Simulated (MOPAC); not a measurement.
Input file for MOPAC: PM7 on LiB-, 2S+1 = 2, a spin state set in the input, which need not be the lowest, a point of a bond scan (R = 2.463 Å). Charge -1.

```
PM7 1SCF PRECISE CHARGE=-1 UHF MS=0.5 THREADS=1
BLi

Li     0.00000000 1     0.00000000 1     0.00000000 1
B      0.00000000 1     0.00000000 1     2.46335300 1
```

Program output:

```
*******************************************************************************
 **                                                                           **
 **                              MOPAC v23.2.5                                **
 **                                                                           **
 *******************************************************************************
 ** MOPAC's Digital Object Identifier: https://doi.org/10.5281/zenodo.6511958 **
 **                                                                           **
 ** Please cite the open-source release paper for use of this MOPAC version:  **
 ** J. E. Moussa and J. J. P. Stewart (2026)                                  **
 ** MOPAC: An open-source semiempirical molecular orbital program             **
 ** J. Open Source Softw., 11(119), 8025, https://doi.org/10.21105/joss.08025 **
 *******************************************************************************

                              PM7 CALCULATION RESULTS

 *******************************************************************************
 *  PM7        - The PM7 Hamiltonian to be used
 *  UHF        - UNRESTRICTED HARTREE-FOCK CALCULATION
 *
 *
 *
 *                 CHARGE ON SYSTEM = -1
 *
 *
 *
 *  MS=        - IN MECI, MAGNETIC COMPONENT OF SPIN =  0.5
 *  PRECISE    - TIGHTER CRITERIA TO BE USED
 *  1SCF       - DO 1 SCF AND THEN STOP
 *  THREADS=1  - MULTI-THREADING NOT USED
 *  T=         - A TIME OF 172800.0 SECONDS REQUESTED
 *  DUMP=N     - RESTART FILE WRITTEN EVERY 7200.0 SECONDS REQUESTED
 *******************************************************************************
PM7 1SCF PRECISE CHARGE=-1 UHF MS=0.5 THREADS=1
 BLi

   ATOM   CHEMICAL          X               Y               Z
  NUMBER   SYMBOL      (ANGSTROMS)     (ANGSTROMS)     (ANGSTROMS)

     1      Li          0.00000000  *   0.00000000  *   0.00000000  *
     2       B          0.00000000  *   0.00000000  *   2.46335300  *



          CARTESIAN COORDINATES

    NO.       ATOM           X           Y           Z

     1        Li          0.0000      0.0000      0.0000
     2         B          0.0000      0.0000      2.4634

 General Reference for PM7:
 "Optimization of Parameters for Semiempirical Methods VI: More Modifications to the
 NDDO Approximations and Re-optimization of Parameters", J. J. P. Stewart, J. Mol. Mod., 1:32, 19 (2013)
 https://link.springer.com/article/10.1007/s00894-012-1667-x

           Empirical Formula: Li B  =     2 atoms



      MOLECULAR POINT GROUP   :   C*v


          UHF CALCULATION, NO. OF ALPHA ELECTRONS =    3
                           NO. OF BETA  ELECTRONS =    2

 -------------------------------------------------------------------------------
 PM7 1SCF PRECISE CHARGE=-1 UHF MS=0.5 THREADS=1
 BLi



     1SCF WAS SPECIFIED, SO BFGS WAS NOT USED
     SCF FIELD WAS ACHIEVED


                              PM7 CALCULATION
                                                       MOPAC v23.2.5 Linux




          FINAL HEAT OF FORMATION =         68.41882 KCAL/MOL =     286.26434 KJ/MOL


          COSMO AREA              =         86.47 SQUARE ANGSTROMS
          COSMO VOLUME            =         69.20 CUBIC ANGSTROMS

          IONIZATION POTENTIAL    =          1.344774 EV
          ALPHA SOMO LUMO (EV)    =         -1.345  5.019
          BETA  SOMO LUMO (EV)    =         -2.892  4.624
          NO. OF ALPHA ELECTRONS  =          3
          NO. OF BETA  ELECTRONS  =          2
          MOLECULAR WEIGHT        =         17.7500         POINT GROUP:  C*v

          MOLECULAR DIMENSIONS (Angstroms)

            Atom       Atom       Distance
            B     2   Li     1     2.46335
            B     2   Li     1     0.00000
           Li     1    B     2     0.00000


          SCF CALCULATIONS        =          1





   ATOM   CHEMICAL          X               Y               Z
  NUMBER   SYMBOL      (ANGSTROMS)     (ANGSTROMS)     (ANGSTROMS)

     1      Li          0.00000000  *   0.00000000  *   0.00000000  *
     2       B          0.00000000  *   0.00000000  *   2.46335300  *

                             CARTESIAN COORDINATES

   1   Li        0.000000000     0.000000000     0.000000000
   2    B        0.000000000     0.000000000     2.463353000


           Empirical Formula: Li B  =     2 atoms



      MOLECULAR POINT GROUP   :   C*v


          ALPHA EIGENVALUES
  -2.70849  -2.70849  -1.34477   5.01937  11.39059  11.39059  11.40868  14.42966


           BETA EIGENVALUES
  -2.89191  -2.89191   4.62358   6.81669  13.40147  13.40147  13.42012  14.75739


              NET ATOMIC CHARGES AND DIPOLE CONTRIBUTIONS

  ATOM NO.   TYPE          CHARGE      No. of ELECS.   s-Pop       p-Pop
    1         Li           0.430708        0.5693     0.56901     0.00028
    2          B          -1.430708        4.4307     0.02411     4.40660
 DIPOLE           X         Y         Z       TOTAL
 POINT-CHG.     0.000     0.000    -9.722     9.722
 HYBRID         0.000     0.000     0.478     0.478
 SUM            0.000     0.000    -9.244     9.244


          ATOMIC ORBITAL ELECTRON POPULATIONS

     Atom    s        px        py        pz
    1 Li   0.56901   0.00001   0.00001   0.00027
    2  B   0.02411   1.99999   1.99999   0.40662


                    (SZ)    =    0.500000
                    (S**2)  =    0.750001


          ATOMIC ORBITAL SPIN POPULATIONS

    Atom   Total    s     px     py     pz
         Atomic
    1 Li  0.5693  0.569  0.000  0.000  0.000
    2  B  0.4307  0.024 -0.000 -0.000  0.407

 **********************
 *                    *
 * JOB ENDED NORMALLY *
 *                    *
 **********************




 == MOPAC DONE ==
```

The run finished.

Cost: very roughly 0.010 core-seconds.
